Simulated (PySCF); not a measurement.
Calculation: TPSSh-D3(BJ)/def2-TZVP // CAM-B3LYP-D3(BJ)/def2-TZVP (PySCF). All species are isolated molecules in the gas phase. One relaxed conformer stands for a flexible species; it need not be the lowest. 

Reference species (SMILES): `B1=BCC1` (neutral, multiplicity 1).

```json
{
  "LUMO": "-2.99 eV",
  "HOMO": "-4.78 eV"
}
```

Changed species: `B=BC=C`.

Question: Give the shifts of the LUMO and HOMO.

Answer: the LUMO decreases by 0.98 eV, to -3.97 eV; the HOMO increases by 0.05 eV, to -4.73 eV.
